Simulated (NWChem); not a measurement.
Species: TiH₃Br; SMILES [TiH3][Br]

This build's default masses of Se (78.918 u) and Br (79.917 u) are each other's, which moves their modes by up to 0.6 %.

Q: Give the equilibrium geometry at PBE0/def2-SVP (NWChem) as an XYZ file, with the point group.

A: point group C3v; any orientation.
```
5

Ti     0.0000     0.0000     1.2829
Br     0.0000     0.0000    -1.0264
H      1.3362     0.8494     1.8354
H     -1.4037     0.7325     1.8354
H      0.0675    -1.5819     1.8354
```
